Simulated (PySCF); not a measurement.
CH₆Cl₂GeOSi, singlet, geometry from GFN2-xTB; PySCF with DF-B3LYP/def2-SVP.

Here is a job for PySCF.
```python
from pyscf import gto, scf, dft

mol = gto.Mole()
mol.atom = '''
    C    -2.079269   -1.722343   -0.345341
    O    -1.634892   -0.439032   -0.689076
    Si   -0.380190    0.366517   -0.061822
    Cl   -0.813760    0.964430    1.822375
    Cl   -0.236205    1.930625   -1.293987
    Ge    1.539353   -0.950673    0.005788
    H    -1.237873   -2.421701   -0.297071
    H    -2.582654   -1.703194    0.623354
    H    -2.778410   -2.049049   -1.114039
    H     2.813700   -0.184485    0.102265
    H     1.693737   -1.825556   -1.199895
    H     1.559025   -1.895353    1.167747
'''
mol.basis = 'def2-svp'
mol.charge = 0
mol.spin = 0
mol.verbose = 4
mol.max_memory = 1800
mol.build()

mf = dft.RKS(mol)
mf.xc = 'b3lyp'
mf = mf.density_fit(auxbasis='def2-universal-jkfit')
mf.kernel()
```

It wrote (shortened):

```
PySCF version 2.14.0

[INPUT] verbose = 4
[INPUT] num. atoms = 12
[INPUT] num. electrons = 100
[INPUT] charge = 0
[INPUT] spin (= nelec alpha-beta = 2S) = 0
[INPUT] symmetry False subgroup None
[INPUT] Mole.unit = angstrom
[INPUT] Symbol           X                Y                Z      unit          X                Y                Z       unit  Magmom
[INPUT]  1 C     -2.079269000000  -1.722343000000  -0.345341000000 AA   -3.929248949298  -3.254756562562  -0.652599909583 Bohr   0.0
[INPUT]  2 O     -1.634892000000  -0.439032000000  -0.689076000000 AA   -3.089498123242  -0.829650239920  -1.302164919011 Bohr   0.0
[INPUT]  3 Si    -0.380190000000   0.366517000000  -0.061822000000 AA   -0.718454975298   0.692616749997  -0.116826648473 Bohr   0.0
[INPUT]  4 Cl    -0.813760000000   0.964430000000   1.822375000000 AA   -1.537783531126   1.822508566314   3.443789646254 Bohr   0.0
[INPUT]  5 Cl    -0.236205000000   1.930625000000  -1.293987000000 AA   -0.446362759253   3.648352499238  -2.445281038748 Bohr   0.0
[INPUT]  6 Ge     1.539353000000  -0.950673000000   0.005788000000 AA    2.908955579028  -1.796511604019   0.010937734809 Bohr   0.0
[INPUT]  7 H     -1.237873000000  -2.421701000000  -0.297071000000 AA   -2.339240946994  -4.576351645585  -0.561382829551 Bohr   0.0
[INPUT]  8 H     -2.582654000000  -1.703194000000   0.623354000000 AA   -4.880508734512  -3.218570197002   1.177968338652 Bohr   0.0
[INPUT]  9 H     -2.778410000000  -2.049049000000  -1.114039000000 AA   -5.250433961753  -3.872141425814  -2.105228602084 Bohr   0.0
[INPUT] 10 H      2.813700000000  -0.184485000000   0.102265000000 AA    5.317122396689  -0.348626124090   0.193252842129 Bohr   0.0
[INPUT] 11 H      1.693737000000  -1.825556000000  -1.199895000000 AA    3.200699057042  -3.449800865056  -2.267472928235 Bohr   0.0
[INPUT] 12 H      1.559025000000  -1.895353000000   1.167747000000 AA    2.946130271350  -3.581698079373   2.206722012782 Bohr   0.0

nuclear repulsion = 760.040907898292
number of shells = 66
number of NR pGTOs = 272
number of NR cGTOs = 144
basis = def2-svp
ecp = {}

******** <class 'pyscf.df.df_jk.DFRKS'> ********
method = DFRKS
initial guess = minao
damping factor = 0
level_shift factor = 0
DIIS = <class 'pyscf.scf.diis.CDIIS'>
diis_start_cycle = 1
diis_space = 8
diis_damp = 0
SCF conv_tol = 1e-09
SCF conv_tol_grad = None
SCF max_cycles = 50
direct_scf = False
XC library pyscf.dft.libxc version 7.1.2
    S. Lehtola, C. Steigemann, M. J. T. Oliveira, and M. A. L. Marques,  SoftwareX 7, 1–5 (2018)
XC functionals = b3lyp
    P. J. Stephens, F. J. Devlin, C. F. Chabalowski, and M. J. Frisch,  J. Phys. Chem. 98, 11623 (1994)
radial grids:
    Treutler-Ahlrichs [JCP 102, 346 (1995); DOI:10.1063/1.469408] (M4) radial grids

becke partition: Becke, JCP 88, 2547 (1988); DOI:10.1063/1.454033
pruning grids: <function nwchem_prune>
grids dens level: 3
symmetrized grids: False
atomic radii adjust function: <function treutler_atomic_radii_adjust>
small_rho_cutoff = 0
Set gradient conv threshold to 3.16228e-05
Initial guess from minao.
tot grids = 164632
******** <class 'pyscf.df.df.DF'> ********
auxbasis = def2-universal-jkfit
init E= -3403.31381231521
  HOMO = -0.311270440125856  LUMO = -0.0372157175680674  gap/eV = 7.45741
cycle= 1 E= -3403.20110083528  delta_E= 0.113  |g|= 0.81  |ddm|= 3.55
  HOMO = -0.189878539496737  LUMO = -0.0291183123646173  gap/eV = 4.37451
cycle= 2 E= -3402.9641956735  delta_E= 0.237  |g|= 1.36  |ddm|=  1.9
  HOMO = -0.289505929555672  LUMO = -0.00364759794554415  gap/eV = 7.77860
cycle= 3 E= -3403.31548070563  delta_E= -0.351  |g|= 0.161  |ddm|= 1.34
  HOMO = -0.287872396963937  LUMO = -0.00296741314013449  gap/eV = 7.75266
cycle= 4 E= -3403.31997517395  delta_E= -0.00449  |g|= 0.049  |ddm|= 0.193
  HOMO = -0.293648533314041  LUMO = -0.00750429857963253  gap/eV = 7.78638
cycle= 5 E= -3403.32042329082  delta_E= -0.000448  |g|= 0.0127  |ddm|= 0.0631
  HOMO = -0.291940958646637  LUMO = -0.00584367614235637  gap/eV = 7.78510
cycle= 6 E= -3403.32046836584  delta_E= -4.51e-05  |g|= 0.00263  |ddm|= 0.0181
  HOMO = -0.292040957240132  LUMO = -0.00590942057895072  gap/eV = 7.78604
cycle= 7 E= -3403.32047017235  delta_E= -1.81e-06  |g|= 0.00068  |ddm|= 0.00382
  HOMO = -0.292074440178218  LUMO = -0.0059232748896263  gap/eV = 7.78657
cycle= 8 E= -3403.32047024818  delta_E= -7.58e-08  |g|= 0.000138  |ddm|= 0.000761
  HOMO = -0.292073993175947  LUMO = -0.00592302979211157  gap/eV = 7.78656
cycle= 9 E= -3403.320470253  delta_E= -4.82e-09  |g|= 2.46e-05  |ddm|= 0.000216
  HOMO = -0.292073572503746  LUMO = -0.00592303542769379  gap/eV = 7.78655
cycle= 10 E= -3403.32047025318  delta_E= -1.8e-10  |g|= 6.95e-06  |ddm|= 4.1e-05
  HOMO = -0.292074066855434  LUMO = -0.00592388895469087  gap/eV = 7.78654
Extra cycle  E= -3403.32047025317  delta_E= 1.09e-11  |g|= 8.01e-06  |ddm|= 1.43e-05
converged SCF energy = -3403.32047025317
```
